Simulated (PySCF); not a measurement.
**Computed properties of C₃H₇BO₂, SMILES O(B(C)C)C=O**

C3H7BO2, SMILES O=COB(C)C. The structure is a stationary point at B3LYP-D3(BJ)/def2-SVP. One conformer was computed; it need not be the lowest. All values are computed for the isolated molecule unless a solvent is named; none is compared with measurement here.

**Structure.** All 33 harmonic modes at B3LYP-D3(BJ)/def2-SVP (PySCF) are real, so it is a minimum. With heavy atoms numbered as in [CH3:1][B:2]([CH3:3])[O:4][CH:5]=[O:6], the shortest bond between them is C5–O6 at 1.196 Å and the longest C1–B2 at 1.569 Å.

**Vibrations.** The strongest infrared lines (harmonic, unscaled, degenerate partners summed) lie at 1265 cm⁻¹ (603 km/mol, O 35 %, B 25 %, H 22 %, C 19 %), 1854 cm⁻¹ (272 km/mol, C 58 %, O 39 %), 1328 cm⁻¹ (236 km/mol, H 62 %, C 23 %, B 11 %). The softest mode is at 52 cm⁻¹ and the zero-point energy is 63.4 kcal/mol.

**Electronic structure.** B3LYP/def2-TZVP (PySCF) places the frontier levels at -8.05 and -1.16 eV, a gap of 6.89 eV, and gives a dipole moment of 1.68 D and a mean polarisability of 56.3 bohr³. PBE/def2-TZVP (PySCF) at the same geometry gives -6.66 and -2.01 eV, so its gap is 2.24 eV narrower. An orbital gap is neither the optical nor the fundamental gap.

**Excitations.** TDA-B3LYP/def2-SVPD (PySCF) has S1 at 5.24 eV (237 nm, f = 0.002, weak); the most intense of the 10 singlets computed lies at 7.83 eV (f = 0.16). T1 (TDA) is at 4.72 eV, 0.52 eV under S1. TDA-PBE/def2-SVPD (PySCF) puts S1 at 4.79 eV. No vertical singlet excitation falls in the visible range (under 3.1 eV).

**NMR.** GIAO shifts at PBE0/pcSseg-1 (PySCF) (non-relativistic, atoms alike by connectivity averaged): ¹³C from 11.3 to 166.1 ppm against TMS; ¹H from 1.1 to 8.4 ppm against TMS; ¹¹B at 47.6 ppm against BF3.
